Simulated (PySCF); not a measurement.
## Radial density of Ru⁴¹⁺ (ruthenium, charge +41)

UHF, [He] 2s1, 2S determinant. All numbers are calculated (PySCF 2.14, the spin-free X2C one-electron Hamiltonian (Gaussian nucleus), in an even-tempered Gaussian basis (19 s from 17 bohr⁻², ratio 2.2; 8 p from 26 bohr⁻², ratio 2.4; 5 d from 79 bohr⁻², ratio 2.4; 5 f from 120 bohr⁻², ratio 2.4; 4 g from 180 bohr⁻², ratio 2.4)).

| r (bohr) | 4πr²ρ (e/bohr) | 4πr²(ρα − ρβ) |
| --- | --- | --- |
| 0.0277 | 46.34 | 1.3119 |
| 0.0467 | 22.82 | 0.0358 |
| 0.0785 | 8.478 | 4.6825 |
| 0.132 | 8.024 | 7.9266 |
| 0.222 | 1.773 | 1.7732 |
| 0.374 | 0.02366 | 0.0237 |

Densities and radii are taken from the X2C orbitals without a picture-change correction, which distorts them close to the nucleus.
